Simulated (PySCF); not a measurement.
Harmonic spectrum computed at PBE0 in the def2-TZVP basis family (core potentials from Rb on, PySCF, no spin–orbit coupling):

```csv
ω (cm⁻¹),"IR (km/mol, summed over degenerate members)",degeneracy
86,23.8,2
332,0.0,1
423,65.3,1
```

**Question.** Which molecule gave it? In each, all ligands are bound to the one heavy central atom.
A. InCl₂ (doublet)
B. PbCl₂ (singlet)
C. HgCl₂ (singlet)
D. CdCl₂ (singlet)
E. ZnCl₂ (singlet)

**Answer.** D. It has D∞h symmetry with Cd–Cl 2.265 Å (×2).
